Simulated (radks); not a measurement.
Dipole-allowed excitations along the series with 4 electrons in [He] 2s2. All-electron calculation, scalar-relativistic Kohn-Sham, PBE, spin-polarised, spherical densities, finite nucleus; Fermi nuclear charge, rms radius of each element as measured or else 0.836 A^(1/3) + 0.57 fm. Program: a radial shooting solver on a logarithmic mesh with Libxc functionals. Time-dependent linear response with the Hartree and adiabatic LDA kernel, continuum included through the Sternheimer equations, no spin-orbit coupling, so fine structure and intercombination lines are absent. Lines are the poles of the dipole polarisability below minus the highest occupied eigenvalue, found on a grid refined at the orbital gaps; the lowest seven at most are given, and weak or close lines can be missed. The first line takes the name of the lowest orbital gap if no other gap lies below it; otherwise a line is named after a gap within 0.6 % of it, if that gap stands alone.

| species | -e(HOMO) (eV) | lowest orbital gap (eV) | first line (eV) | f | strongest line (eV) | its f | static alpha (bohr^3) |
|---|---|---|---|---|---|---|---|
| S12+ | 626.67 | 2s-2p 33.756 | 45.590 (2s-2p) | 0.225 | 379.83 (2s-3p) | 0.632 | 0.08505 |
| Cl13+ | 723.25 | 2s-2p 36.559 | 49.234 (2s-2p) | 0.212 | 436.02 (2s-3p) | 0.645 | 0.06857 |
| Ar14+ | 826.80 | 2s-2p 39.460 | 52.983 (2s-2p) | 0.201 | 496.15 (2s-3p) | 0.657 | 0.05599 |
| K15+ | 937.33 | 2s-2p 42.471 | 56.846 (2s-2p) | 0.192 | 560.21 (2s-3p) | 0.666 | 0.04624 |
| Ca16+ | 1054.9 | 2s-2p 45.607 | 60.846 (2s-2p) | 0.183 | 628.24 (2s-3p) | 0.675 | 0.03856 |
| Sc17+ | 1179.5 | 2s-2p 48.884 | 64.989 (2s-2p) | 0.176 | 700.26 (2s-3p) | 0.683 | 0.03243 |
